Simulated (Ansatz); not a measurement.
Basis sets compared for SiEt(NHMe)3 (C₅H₁₇N₃Si). Total charge 0; singlet. Geometry PBE-D4/def2-SVP. Ansatz on 4 threads of AMD EPYC 9R45 on a shared host; times are rough, and most runs start from earlier orbitals.

Cartesian coordinates in Å:
```
Si -0.0594 0.0236 -0.0453
C 0.2575 0.7506 1.6769
C 1.6517 0.4139 2.2233
H -0.5305 0.3462 2.3500
H 0.0953 1.8520 1.6620
H 1.8090 0.8001 3.2520
H 1.8120 -0.6843 2.2501
H 2.4515 0.8348 1.5796
N 0.1923 -1.6912 -0.2518
C -0.6908 -2.7377 0.2245
H 1.1537 -1.9936 -0.4227
H -0.3621 -3.2086 1.1837
H -1.6965 -2.3042 0.4023
H -0.8143 -3.5604 -0.5186
N 1.1442 0.6786 -1.1370
C 1.5646 2.0640 -1.2056
H 1.2314 0.1845 -2.0297
H 0.9345 2.7117 -1.8645
H 1.5365 2.5198 -0.1941
H 2.6148 2.1596 -1.5625
N -1.7615 0.2867 -0.3485
C -2.4350 -0.0258 -1.5944
H -2.2428 0.9833 0.2241
H -2.5119 0.8353 -2.3029
H -1.8767 -0.8287 -2.1199
H -3.4677 -0.4102 -1.4310
```

Binding counts from free atoms (Si triplet, C triplet, H doublet, N quartet) in the same basis, without a counterpoise term.

```
           level  functions  energy (Eh)  HOMO (eV)  LUMO (eV)  binding per atom (eV)  wall time
       HF/STO-3G         66    -643.8330      -7.24      12.60                   3.44     0.25 s
        HF/6-31G        119    -651.3652      -9.36       5.46                   2.64      0.6 s
 PBE-D4/def2-SVP        215    -653.6111      -4.51       0.59                   4.03      2.1 s
PBE0-D4/def2-SVP        215    -653.6971      -5.93       1.45                   3.98        2 s
```

(1) Estimate the rows for PBE-D4/def2-TZVP (with forces), PBE0-D4/def2-TZVP.

## Answers

(1) 
```
                         level  functions  energy (Eh)  HOMO (eV)  LUMO (eV)  binding per atom (eV)  wall time
PBE-D4/def2-TZVP (with forces)        387    -654.1288      -4.76      -0.01                   4.01      3.4 s
             PBE0-D4/def2-TZVP        387    -654.2038      -6.12       0.79                   3.95      4.5 s
```
